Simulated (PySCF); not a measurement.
**Correlation energy of Au⁺ (gold, charge +1)**

[Xe] 4f14 5d10, closed-shell 1S. All numbers are calculated (PySCF 2.14, a scalar-relativistic core potential, in def2-TZVP with the def2 core potential (60 electrons)). Frozen: 5s2 5p6; 10 electrons correlated.

Total MP2 correlation energy: -235.22 mhartree.

Same-spin part -81.93 and opposite-spin part -153.28 mhartree; SCS-MP2 scales them by 1/3 and 6/5 to -211.25 mhartree.

```csv
level,correlation energy (mhartree)
CCSD,-226.85
(T),-3.53
CCSD(T),-230.38
```

Diagnostics: T1 = 0.0054, D1 = 0.0077, largest double amplitude 0.024.

Cost of the coupled-cluster step: 0.25 s of wall time on 1 thread of Neoverse-V2 (shared host), for 10 correlated electrons.
